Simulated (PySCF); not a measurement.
Species: C3H7ClGe2.
SMILES: `C#C[C](Cl)([GeH3])[GeH3]`

A linear-response calculation (PySCF, def2-SVPD basis, gas phase, vertical, core orbitals frozen in the response) gave these numbers; the functional is withheld.

Orbital energies (eV): HOMO-3 -10.19, HOMO-2 -10.09, HOMO-1 -9.51, HOMO -8.63, LUMO 0.27, LUMO+1 0.74, LUMO+2 0.86.

```tsv
state	E (eV)	f	main configurations (H = HOMO, L = LUMO)
S1	5.09	0.0005	H→L (90%)
S2	6.07	0.016	H-1→L (48%), H→L+3 (24%), H→L+6 (9%)
S3	6.34	0.014	H-3→L (38%), H→L+2 (31%)
S4	6.54	0.016	H-2→L (88%)
S5	6.66	0.0037	H-1→L+3 (28%), H→L+2 (21%), H→L+1 (18%)
S6	6.71	0.011	H-1→L+3 (26%), H-3→L (25%), H→L+1 (13%)
```

Triplets, Tamm–Dancoff:

| state | E (eV) | λ (nm) | main configurations (H = HOMO, L = LUMO) |
| --- | --- | --- | --- |
| T1 | 4.68 | 265.2 | H→L (88%) |
| T2 | 4.87 | 254.4 | H-1→L (59%) |
| T3 | 5.39 | 230.2 | H→L+3 (40%), H→L+6 (16%), H-1→L (15%) |
| T4 | 5.72 | 216.9 | H-3→L (45%), H→L+2 (18%) |

Vertical ionisation energy by ΔSCF with the same functional: 9.25 eV. Mean static polarisability: 111.2 au.

Question: Name the functional.
A. CAM-B3LYP
B. PBE0
C. HF
D. PBE

Answer: A. CAM-B3LYP is range-separated, 19% exact exchange at short range and 65% at long range (ω = 0.33 bohr⁻¹). In this run −ε(HOMO) = 8.63 eV differs from the ΔSCF value by -0.62 eV, and S1 differs from the orbital gap of 8.91 eV by -3.82 eV. The ratio −ε(HOMO)/IP is 0.93. Small neutral molecules mostly give 0.85 to 0.93 with CAM-B3LYP, 0.5 to 0.7 with PBE, 0.7 to 0.83 with PBE0; Hartree–Fock can't fall below 1, since the ion's relaxation only lowers the ΔSCF value.

Method used: TDDFT CAM-B3LYP/def2-SVPD, vertical, gas phase, core orbitals frozen in the response (PySCF). Isolated species at its PBE0-D3(BJ)/def2-SVP geometry, gas phase. The CAM-B3LYP/def2-SVPD calculation is non-relativistic and has no spin–orbit coupling, an omission that weighs most on germanium.

Hardware: Arm Neoverse V1, one thread, shared host. Cost: 3.3 min wall.
